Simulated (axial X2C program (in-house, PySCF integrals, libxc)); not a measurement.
# InC: from Re and ωe to a spectrum

A bond curve at the PBE0 level, 2c, was computed with an in-house all-electron X2C program for linear molecules (integrals from PySCF) (basis In dyall-cv3z [11s12p9d4f1g], C dyall-v3z [7s6p2d1f] (cores contracted in-house)) for the state Ω = 3/2 (⟨Sz⟩ = 1.50, ⟨Lz⟩ = 0.00 at PBE0). Its fit gives Re = 2.2000 Å, ωe = 475.2 cm⁻¹, ωexe = 2.75 cm⁻¹ and αe = 2.719e-03 cm⁻¹; the masses are 114.9039 and 12.0000 u. Two-component means X2C with spin–orbit coupling and atomic mean-field Coulomb and Gaunt terms.

Q: Find the reduced mass, Be and the force constant.

A: From the PBE0 values: μ = 10.8653 u. Be = 16.8576/(μ Re²) = 0.3206 cm⁻¹. k = 5.8918×10⁻⁷ μ ωe² = 1.45 mdyn/Å.

Q: The dipole moment p changes by 4.02 D/Å at Re. What harmonic infrared intensity follows?

A: I = 42.256 × (dp/dR)²/μ = 63 km/mol.

Q: Estimate the centrifugal constant by the Kratzer relation.

A: D = 4Be³/ωe² = 5.83e-07 cm⁻¹.

Q: A Morse curve ties αe to the other constants (Pekeris). How well does that hold?

A: αe(Morse) = 6Be²/ωe × (√(ωexe/Be) − 1) = 2.503e-03 cm⁻¹; the PBE0 curve gives 2.719e-03 cm⁻¹, a ratio of 0.92.

Q: Where do the fundamental and the first overtone lie?

A: ν(1←0) = ωe − 2ωexe = 469.7 cm⁻¹; ν(2←0) = 2ωe − 6ωexe = 933.9 cm⁻¹.

The state is a single determinant with fixed occupations, the lowest that a limited PBE0 search found. Density functionals use the spin component along the axis (collinear). With several unpaired electrons one determinant need not be a pure state. This is the top spin component of a Σ state; components of lower Ω are not single determinants and can lie lower.
